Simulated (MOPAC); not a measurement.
Input file for MOPAC: PM6 on C2H7Al (SMILES [CH3][AlH][CH3]), a point of a torsion scan.

```
PM6 1SCF PRECISE CHARGE=0 THREADS=1
C2H7Al

C      1.69646363 1     0.35625196 1    -0.28045182 1
Al     0.17341085 1    -0.23075320 1     0.85716716 1
C      0.23591192 1    -1.03210973 1     2.67745691 1
H      1.96216229 1    -0.37610996 1    -1.05163170 1
H      1.46534173 1     1.28411971 1    -0.81755215 1
H      2.61196162 1     0.54313785 1     0.29412087 1
H     -1.24195138 1    -0.03400072 1     0.24964695 1
H      0.62442422 1    -0.34549799 1     3.43882861 1
H     -0.76720865 1    -1.32845794 1     3.00894276 1
H      0.86245273 1    -1.93004569 1     2.73484036 1
```

The log:

```
*******************************************************************************
 **                                                                           **
 **                              MOPAC v23.2.5                                **
 **                                                                           **
 *******************************************************************************
 ** MOPAC's Digital Object Identifier: https://doi.org/10.5281/zenodo.6511958 **
 **                                                                           **
 ** Please cite the open-source release paper for use of this MOPAC version:  **
 ** J. E. Moussa and J. J. P. Stewart (2026)                                  **
 ** MOPAC: An open-source semiempirical molecular orbital program             **
 ** J. Open Source Softw., 11(119), 8025, https://doi.org/10.21105/joss.08025 **
 *******************************************************************************

                              PM6 CALCULATION RESULTS

 *******************************************************************************
 *  PM6        - The PM6 Hamiltonian to be used
 *
 *
 *
 *                 CHARGE ON SYSTEM = 0
 *
 *
 *
 *  PRECISE    - TIGHTER CRITERIA TO BE USED
 *  1SCF       - DO 1 SCF AND THEN STOP
 *  THREADS=1  - MULTI-THREADING NOT USED
 *  T=         - A TIME OF 172800.0 SECONDS REQUESTED
 *  DUMP=N     - RESTART FILE WRITTEN EVERY 7200.0 SECONDS REQUESTED
 *******************************************************************************
PM6 1SCF PRECISE CHARGE=0 THREADS=1
 C2H7Al

   ATOM   CHEMICAL          X               Y               Z
  NUMBER   SYMBOL      (ANGSTROMS)     (ANGSTROMS)     (ANGSTROMS)

     1       C          1.69646363  *   0.35625196  *  -0.28045182  *
     2      Al          0.17341085  *  -0.23075320  *   0.85716716  *
     3       C          0.23591192  *  -1.03210973  *   2.67745691  *
     4       H          1.96216229  *  -0.37610996  *  -1.05163170  *
     5       H          1.46534173  *   1.28411971  *  -0.81755215  *
     6       H          2.61196162  *   0.54313785  *   0.29412087  *
     7       H         -1.24195138  *  -0.03400072  *   0.24964695  *
     8       H          0.62442422  *  -0.34549799  *   3.43882861  *
     9       H         -0.76720865  *  -1.32845794  *   3.00894276  *
    10       H          0.86245273  *  -1.93004569  *   2.73484036  *



          CARTESIAN COORDINATES

    NO.       ATOM           X           Y           Z

     1         C          1.6965      0.3563     -0.2805
     2        Al          0.1734     -0.2308      0.8572
     3         C          0.2359     -1.0321      2.6775
     4         H          1.9622     -0.3761     -1.0516
     5         H          1.4653      1.2841     -0.8176
     6         H          2.6120      0.5431      0.2941
     7         H         -1.2420     -0.0340      0.2496
     8         H          0.6244     -0.3455      3.4388
     9         H         -0.7672     -1.3285      3.0089
    10         H          0.8625     -1.9300      2.7348

 General Reference for PM6:
 "Optimization of Parameters for Semiempirical Methods V: Modification of NDDO Approximations
 and Application to 70 Elements", J. J. P. Stewart, J. Mol. Mod., 13, 1173-1213 (2007)
 URL: https://link.springer.com/article/10.1007/s00894-007-0233-4

           Empirical Formula: C2 H7 Al  =    10 atoms



      MOLECULAR POINT GROUP   :   C1


      RHF CALCULATION, NO. OF DOUBLY OCCUPIED LEVELS = 9


 -------------------------------------------------------------------------------
 PM6 1SCF PRECISE CHARGE=0 THREADS=1
 C2H7Al



     1SCF WAS SPECIFIED, SO BFGS WAS NOT USED
     SCF FIELD WAS ACHIEVED


                              PM6 CALCULATION
                                                       MOPAC v23.2.5 Linux




          FINAL HEAT OF FORMATION =         17.31649 KCAL/MOL =      72.45220 KJ/MOL


          COSMO AREA              =        113.15 SQUARE ANGSTROMS
          COSMO VOLUME            =         99.06 CUBIC ANGSTROMS

          IONIZATION POTENTIAL    =         10.710470 EV
          HOMO LUMO ENERGIES (EV) =        -10.710  1.541
          NO. OF FILLED LEVELS    =          9
          MOLECULAR WEIGHT        =         58.0588         POINT GROUP:  C1

          MOLECULAR DIMENSIONS (Angstroms)

            Atom       Atom       Distance
            H     9    H     5     5.14314
            H     7    H     6     3.38397
            H     8    H     4     2.47016


          SCF CALCULATIONS        =          1





   ATOM   CHEMICAL          X               Y               Z
  NUMBER   SYMBOL      (ANGSTROMS)     (ANGSTROMS)     (ANGSTROMS)

     1       C          1.69646363  *   0.35625196  *  -0.28045182  *
     2      Al          0.17341085  *  -0.23075320  *   0.85716716  *
     3       C          0.23591192  *  -1.03210973  *   2.67745691  *
     4       H          1.96216229  *  -0.37610996  *  -1.05163170  *
     5       H          1.46534173  *   1.28411971  *  -0.81755215  *
     6       H          2.61196162  *   0.54313785  *   0.29412087  *
     7       H         -1.24195138  *  -0.03400072  *   0.24964695  *
     8       H          0.62442422  *  -0.34549799  *   3.43882861  *
     9       H         -0.76720865  *  -1.32845794  *   3.00894276  *
    10       H          0.86245273  *  -1.93004569  *   2.73484036  *

                             CARTESIAN COORDINATES

   1    C        1.696463630     0.356251960    -0.280451820
   2   Al        0.173410850    -0.230753200     0.857167160
   3    C        0.235911920    -1.032109730     2.677456910
   4    H        1.962162290    -0.376109960    -1.051631700
   5    H        1.465341730     1.284119710    -0.817552150
   6    H        2.611961620     0.543137850     0.294120870
   7    H       -1.241951380    -0.034000720     0.249646950
   8    H        0.624424220    -0.345497990     3.438828610
   9    H       -0.767208650    -1.328457940     3.008942760
  10    H        0.862452730    -1.930045690     2.734840360


           Empirical Formula: C2 H7 Al  =    10 atoms



      MOLECULAR POINT GROUP   :   C1


                  EIGENVALUES
 -23.79791 -23.60950 -14.10080 -13.31363 -13.18048 -13.10079 -13.01884 -10.74029
 -10.71047   1.54136   3.29088   5.35849   5.84664   6.40467   6.46916   6.51786
   6.68214   7.58616   7.59342 102.19684 102.25841 102.90554 104.50607 104.75689


              NET ATOMIC CHARGES AND DIPOLE CONTRIBUTIONS

  ATOM NO.   TYPE          CHARGE      No. of ELECS.   s-Pop       p-Pop       d-Pop
    1          C          -0.725933        4.7259     1.11502     3.61091
    2         Al           0.601704        2.3983     1.00095     1.35223     0.04511
    3          C          -0.725683        4.7257     1.11511     3.61057
    4          H           0.161720        0.8383     0.83828
    5          H           0.160267        0.8397     0.83973
    6          H           0.157685        0.8423     0.84231
    7          H          -0.109865        1.1099     1.10986
    8          H           0.160656        0.8393     0.83934
    9          H           0.159337        0.8407     0.84066
   10          H           0.160112        0.8399     0.83989
 DIPOLE           X         Y         Z       TOTAL
 POINT-CHG.    -0.393     0.046    -0.173     0.431
 HYBRID         0.641    -0.087     0.272     0.702
 SUM            0.248    -0.041     0.099     0.270


          ATOMIC ORBITAL ELECTRON POPULATIONS

     Atom    s        px        py        pz      x^2-y^2     xz        z^2       yz        xy
    1  C   1.11502   1.22971   1.18189   1.19932
    2 Al   1.00095   0.68127   0.14411   0.52685   0.00780   0.01352   0.01095   0.00838   0.00447
    3  C   1.11511   1.17617   1.18828   1.24612
    4  H   0.83828
    5  H   0.83973
    6  H   0.84231
    7  H   1.10986
    8  H   0.83934
    9  H   0.84066
   10  H   0.83989

 **********************
 *                    *
 * JOB ENDED NORMALLY *
 *                    *
 **********************




 == MOPAC DONE ==
```

The run finished.

Cost: very roughly 0.04 core-seconds.
